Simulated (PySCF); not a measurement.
# Working out the excitation energy of Ca

Ca [Ar] 4s2 (1S) → Ca [Ar] 3d2 (3F). Calculation: PySCF 2.14, in x2c-TZVPPall (6s5p3d, 36 functions); the spin-free X2C one-electron Hamiltonian (Gaussian nucleus). Frozen: [Ne]. Energies in hartree (1 hartree = 27.21139 eV):

| part | Ca (lower) | Ca (upper) |
| --- | --- | --- |
| UHF | -679.620198 | -679.401089 |
| MP2 opposite-spin | -0.146333 | -0.117887 |
| MP2 same-spin | -0.055625 | -0.053874 |

Task: What does Hartree-Fock give?

Result: (-679.401089) − (-679.620198) = 0.219109 hartree = 5.962 eV.

Task: What do MP2 and SCS-MP2 (6/5 opposite-spin, 1/3 same-spin) give?

Result: The opposite-spin parts differ by 0.774 eV and the same-spin parts by 0.048 eV. MP2: 5.962 + (0.774) + (0.048) = 6.784 eV. SCS-MP2: 5.962 + 1.2 × (0.774) + (0.048)/3 = 6.907 eV.

The upper state lies above the first ionisation limit, where it may autoionise and the basis confines it.
